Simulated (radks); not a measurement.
Results of a calculation; reference values are marked as such.
Problem. The lead ion Pb5+ is in [Xe] 4f14 5d(3/2: 4, 5/2: 5). Code: a radial shooting solver on a logarithmic mesh with Libxc functionals. Model: Dirac Kohn-Sham, relativistic LDA (MacDonald-Vosko exchange, VWN5 correlation), spin-unpolarised, spherical densities, finite nucleus; Fermi nuclear charge, rms radius of each element as measured or else 0.836 A^(1/3) + 0.57 fm. Sub-shells are occupied by j as written (lower j first in brackets). One electron is removed from 5p1/2, 5d3/2, 5d5/2, 5p3/2 in turn, with full relaxation. Which removal costs least, and what does each cost?

Solution. 5d5/2 85.526 eV; 5d3/2 88.599 eV; 5p3/2 148.19 eV; 5p1/2 171.50 eV. The 5d5/2 electron leaves first.
